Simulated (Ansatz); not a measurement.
FH4N2Y (`[NH2][Y]([NH2])[F]`) from Hartree–Fock to CCSD(T)

```xyz
8

N    -0.007    1.301    1.353
Y    -0.431    0.314   -0.504
N     0.442   -1.615   -0.848
F    -1.620    1.172   -1.883
H    -0.344    2.205    1.661
H     0.576    0.950    2.105
H     0.336   -2.203   -1.667
H     1.049   -2.125   -0.216
```

The species carries charge 0 and has multiplicity 1. Correlated methods include outer-core shells of Y, which these sets cover unevenly. Y takes the def2 core potential. The structure was optimised at the PBE0-D4/def2-TZVP level. It is one conformer, not always the lowest. Frozen core, restricted reference, Ansatz.

```json
{"basis": "def2-SVP", "HF (Eh)": "-248.54180", "MP2 corr.": "?", "CCSD corr.": "?", "(T)": "-0.01854", "CCSD(T) total": "?"}
{"basis": "def2-TZVPP", "HF (Eh)": "-248.81377", "MP2 corr.": "?", "CCSD corr.": "?", "(T)": "-0.03408", "CCSD(T) total": "?"}
{"basis": "def2-QZVPP", "HF (Eh)": "-248.82827", "MP2 corr.": "-1.06018", "CCSD corr.": "–", "(T)": "–", "CCSD(T) total": "–"}
```

**Question.** Fill in the withheld values. (An estimate is asked.)

**Answer.** Ansatz gave: def2-SVP MP2 corr.: -0.72030; def2-SVP CCSD corr.: -0.74392; def2-SVP CCSD(T) total: -249.30426; def2-TZVPP MP2 corr.: -0.95370; def2-TZVPP CCSD corr.: -0.96778; def2-TZVPP CCSD(T) total: -249.81563.
